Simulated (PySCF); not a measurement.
M06 on Si²⁺ (silicon, charge +2)

Configuration: [Ne] 3s2, closed-shell 1S. Computed with PySCF 2.14 in aug-cc-pwCVTZ, with the non-relativistic Hamiltonian (point nucleus).

```
Total energy                                     : -288.4751 hartree
One-electron energy                              : -390.3295 hartree
Hartree (Coulomb) energy                         : 122.0956 hartree
Exchange-correlation energy                      : -20.2412 hartree
Kinetic energy                                   : 287.75410 hartree
⟨S²⟩                                             : 0.0000
⟨L²⟩                                             : 0.000
Sum of ⟨r⟩                                       : 8.451 bohr
Sum of ⟨r²⟩                                      : 11.56 bohr²
Density at the nucleus (Gaussians lack the cusp) : 1740 bohr⁻³
Langevin diamagnetic susceptibility              : -9.15 ×10⁻⁶ cm³/mol
```

```
shell  electrons  mean orbital energy (eV)  rms radius, mean of both spins (bohr)
   1s          2                   -1826.5                                  0.129
   2s          2                   -168.51                                  0.620
   2p          6                   -122.80                                  0.603
   3s          2                   -29.651                                   2.07
```
